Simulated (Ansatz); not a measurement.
Single points on Se(CCH)2 (C₄H₂Se).

```yaml
crystal:
  periodic: [false, false, false]
  atoms:
    - {symbol: Se, position_ang: [0.000110, 0.030498, -1.616159]}
    - {symbol: C, position_ang: [1.391286, -0.005842, -0.428772]}
    - {symbol: C, position_ang: [2.366041, -0.029319, 0.294330]}
    - {symbol: H, position_ang: [3.224028, -0.050170, 0.941679]}
    - {symbol: C, position_ang: [-1.391237, 0.022030, -0.428451]}
    - {symbol: C, position_ang: [-2.366078, 0.018197, 0.294906]}
    - {symbol: H, position_ang: [-3.224150, 0.014606, 0.942467]}
basis:
  gaussian: {orbitals: STO-3G}
hamiltonian: {xc: hf}
scf: {omitted_lower_state_checks: [starts]}
output: {orbitals: {seedname: orbitals}}
```

The file start.molden holds the orbitals of an earlier run on this structure, at another level or in another basis.

```sh
$ ansatz run in.yaml --threads 4 --pin off --events-out ev --progress --plain --max-ram 3916MiB
```

Output, abridged:

```
Functional definition: HF
477 factors; integrals over basis functions are off by at most 3.0e-5 eV
mean field evaluation 1: about -68684.3590 eV, gradient 1.7e1 eV
mean field evaluation 2: about -68684.3633 eV, gradient 1.7e1 eV
mean field evaluation 4: about -68685.3714 eV, gradient 3.7e0 eV
mean field evaluation 8: about -68685.4165 eV, gradient 1.2e-1 eV
mean field -68685.41674433 eV, -2524.1425087067 hartree, gradient 2.5e-5 eV, S^2 0.000000; 0 other end points of the search recorded, 0 dependent functions left out
reference -68685.41674433 eV, -2524.1425087067 hartree; 30, 30 occupied and 10, 10 virtual orbitals, 477 factors
Total energy: -68685.41674433 eV, -2524.1425087067 hartree
Checks for a lower state left out: starts
```

Run time 0.25 s (4 threads of Arm Neoverse V1 on a shared host).

As the first input, with `gaussian: {orbitals: def2-TZVP, initial_orbitals: start.molden}`, `correlation: {method: mp2}` and without the key `hamiltonian` (abridged; 3.6 s):

```
Functional definition: HF
mean field -69453.65121276 eV, -2552.3746046934 hartree, gradient 2.4e-6 eV, S^2 0.000000
13 core orbitals not correlated: weight in the atoms' cores, before any rotation towards them, 1.000 or more for the frozen orbitals, at most 0.000 for the correlated occupied ones
second order -23.54224636 eV of doubles, -0.00000000 eV of singles
Total energy: -69477.19345912 eV, -2553.2397662896 hartree
Checks for a lower state left out: starts
```

As the first input, with `gaussian: {orbitals: def2-TZVP, initial_orbitals: start.molden}`, `hamiltonian: {xc: pbe0, dispersion: d4}` (abridged; 3.1 s):

```
Functional definition: PBE0
mean field -69513.98436392 eV, -2554.5918071031 hartree, gradient 1.0e-5 eV, S^2 0.000000
Total energy: -69514.12737890 eV, -2554.5970628067 hartree
Checks for a lower state left out: starts
```

First input, but with `gaussian: {orbitals: 6-31G}`, `hamiltonian: {xc: {name: B3LYP}, dispersion: d4}` (abridged; 0.9 s):

```
Functional definition: B3LYP
mean field evaluation 16: about -69515.2603 eV, gradient 6.3e-5 eV
mean field -69515.26027144 eV, -2554.6386958396 hartree, gradient 6.3e-5 eV, S^2 0.000000
Total energy: -69515.53528673 eV, -2554.6488024652 hartree
Checks for a lower state left out: starts
```

Geometry: PBE0-D4/def2-SVP.

The 6-31G sets use Cartesian d functions. B3LYP takes the VWN-RPA correlation. Correlated methods freeze 13 core orbitals; core or outer-core shells of Se are correlated, in sets that lack core-valence functions.
